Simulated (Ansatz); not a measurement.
One change: `OB[SiH]1C[SiH2]1` becomes `[SeH][SiH]1C[SiH2]1`.

Ansatz, PBE0-D4/def2-TZVP geometries, multiplicity 1. Each molecule was computed in one conformer, which needn't be the lowest.

Scalar relativity is left out up to krypton. Spin–orbit coupling is left out; it splits and shifts lone-pair levels of the heavy atoms by tenths of an eV.

| property | `OB[SiH]1C[SiH2]1` |
| --- | --- |
| HOMO energy (PBE/def2-TZVPP) / eV | -5.44 |
| HOMO energy (B3LYP/def2-TZVPP) / eV | -6.18 |
| HOMO energy (ωB97M-V/def2-TZVPP) / eV | -8.29 |
| HOMO–LUMO gap (PBE0/def2-TZVPP) / eV | 5.08 |
| HOMO–LUMO gap (B3LYP/def2-TZVPP) / eV | 4.71 |
| HOMO–LUMO gap (PBE/def2-TZVPP) / eV | 3.30 |

Task: What does the change do to each property? (Best estimate.)

Result: The calculation gave: 
```
                             property  `[SeH][SiH]1C[SiH2]1`  shift
    HOMO energy (PBE/def2-TZVPP) / eV                  -5.83  -0.39
  HOMO energy (B3LYP/def2-TZVPP) / eV                  -6.64  -0.46
HOMO energy (ωB97M-V/def2-TZVPP) / eV                  -8.83  -0.54
 HOMO–LUMO gap (PBE0/def2-TZVPP) / eV                   6.36   1.28
HOMO–LUMO gap (B3LYP/def2-TZVPP) / eV                   5.98   1.27
  HOMO–LUMO gap (PBE/def2-TZVPP) / eV                   4.49   1.19
```

With PBE0 the HOMO falls by 0.47 eV and the LUMO rises by 0.81 eV, so the gap widens by about 1.28 eV. PBE moves the HOMO by -0.39 eV and ωB97M-V by -0.54 eV.

B3LYP here is the variant with VWN-RPA as its local correlation; programs differ in this.
